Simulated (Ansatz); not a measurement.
System: C$_{2}$H$_{3}$BO$_{2}$, charge 0, singlet. C2H3BO2 (ethynylboronic acid, SMILES B(O)(O)C#C).
B3LYP-D3(BJ)/def2-TZVP minimum from Ansatz (a program for electronic structure):
```xyz
8

B     -0.4556    -0.1895     0.0342
C      0.9646     0.4011    -0.0724
C      2.0745     0.8627    -0.1558
H      3.0543     1.2701    -0.2293
O     -0.7964    -1.0525     1.0296
H     -0.0733    -1.2415     1.6337
O     -1.4289     0.1271    -0.8625
H     -1.1354     0.7389    -1.5430
```

Quantity: atomisation energy (electronic, to ground-state atoms), in kcal/mol. Open shells are spin-unrestricted; no spin-orbit coupling. CBS(X,Y): correlation extrapolated as X^-3, Hartree-Fock from the larger set. A bracket is a step between two methods taken in the basis named. Functionals run without relativity, which enters their misses. '+ core + X2C': CCSD(T) terms for core correlation (cc-pwCVTZ) and scalar relativity (cc-pVTZ-DK). Where a partner has so few electrons that a lower coupled-cluster level is exact, that level stands in.

CCSD(T)/CBS(cc-pVTZ,cc-pVQZ) + [CCSDT(Q) - CCSD(T)]/cc-pVDZ + core + X2C (Ansatz) gives 889.4 kcal/mol.

Question: How far off this value is PBE/def2-TZVPD (Ansatz), in which direction, and which of these levels come nearer: r2SCAN/def2-TZVPD, B3LYP/def2-TZVPD, PBE0/def2-TZVPD, CCSD(T)/CBS(cc-pVTZ,cc-pVQZ) + core + X2C?

Answer: PBE gives 910.5 kcal/mol, 21.1 kcal/mol above it. Differences of the others: r2SCAN/def2-TZVPD (Ansatz) -1.1; B3LYP/def2-TZVPD (Ansatz) -10.7; PBE0/def2-TZVPD (Ansatz) -4.8; CCSD(T)/CBS(cc-pVTZ,cc-pVQZ) + core + X2C (Ansatz) -1.1 kcal/mol. Nearer than PBE: r2SCAN/def2-TZVPD, B3LYP/def2-TZVPD, PBE0/def2-TZVPD, CCSD(T)/CBS(cc-pVTZ,cc-pVQZ) + core + X2C.
